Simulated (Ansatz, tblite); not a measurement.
Forces on Pt4Au⁺ at its r2SCAN-D4/def2-SVP geometry. The state is a singlet with charge 1.

In the def2 sets Au, Pt take a core potential; there is no spin–orbit coupling. The xTB rows come from tblite. The restricted singlet is unstable towards broken spin symmetry in Hartree–Fock (as tested in another run); at PBE-D4/def2-TZVP this wasn't settled. At PBE-D4/def2-TZVP an occupied level lies above an empty one. Another isomer (singlet) lies 0.54 eV lower at PBE0-D4/def2-TZVP; other spin states weren't run for this one.

GFN1-xTB (tblite), largest force 2.53 eV/Å:

```xyz
5
positions Å, forces eV/Å
Pt    1.120    0.336   -0.431   -2.220    1.166    0.245
Pt   -1.121    0.899   -1.330    1.552    0.156    1.988
Pt   -0.736   -0.979    0.472    1.823   -0.397   -0.854
Pt    0.232    2.638   -0.190   -0.126   -2.011   -1.013
Au    0.505   -2.893    1.479   -1.029    1.086   -0.366
```

GFN2-xTB (tblite), largest force 1.20 eV/Å:

```
Pt 1.171 -0.128 0.248
Pt -1.066 0.186 -0.454
Pt -0.079 -0.907 0.282
Pt 0.180 0.607 0.001
Au -0.204 0.242 -0.076
```

PBE-D4/def2-TZVP (Ansatz), largest force 0.32 eV/Å:

```
Pt 0.218 -0.036 0.087
Pt -0.244 -0.193 0.056
Pt -0.023 0.069 -0.166
Pt 0.076 0.181 0.011
Au -0.027 -0.022 0.011
```
